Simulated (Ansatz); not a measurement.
`Cl[Si]([SeH])([SeH])[SeH]` and `[SeH][Si]([SeH])([SeH])[SeH]` differ in one atom or group.

Ansatz, PBE0-D4/def2-TZVP geometries, multiplicity 1. Each molecule was computed in one conformer, which needn't be the lowest.

Scalar relativity is left out up to krypton.

```csv
property,`Cl[Si]([SeH])([SeH])[SeH]`
HOMO energy (ωB97M-V/def2-TZVPP) / eV,-9.33
size of the dipole moment (PBE/def2-TZVPP) / D,1.69
HOMO energy (B3LYP/def2-TZVPP) / eV,-6.97
HOMO–LUMO gap (PBE0/def2-TZVPP) / eV,6.01
size of the dipole moment (B3LYP/def2-TZVPP) / D,1.73
LUMO energy (PBE0/def2-TZVPP) / eV,-1.22
```

What does the change do to each property? (An estimate is asked.)

Ansatz gave: 
```tsv
property	`[SeH][Si]([SeH])([SeH])[SeH]`	shift
HOMO energy (ωB97M-V/def2-TZVPP) / eV	-9.25	0.08
size of the dipole moment (PBE/def2-TZVPP) / D	1.34	-0.35
HOMO energy (B3LYP/def2-TZVPP) / eV	-6.91	0.06
HOMO–LUMO gap (PBE0/def2-TZVPP) / eV	5.87	-0.14
size of the dipole moment (B3LYP/def2-TZVPP) / D	1.38	-0.35
LUMO energy (PBE0/def2-TZVPP) / eV	-1.28	-0.06
```

With PBE0 the HOMO rises by 0.07 eV and the LUMO falls by 0.06 eV, so the gap narrows by about 0.13 eV. PBE moves the HOMO by 0.05 eV and ωB97M-V by 0.08 eV. Dipoles are sizes alone; their direction can turn.

B3LYP here is the variant with VWN-RPA as its local correlation; programs differ in this.

Spin–orbit coupling is left out; it splits and shifts lone-pair levels of the heavy atoms by tenths of an eV.
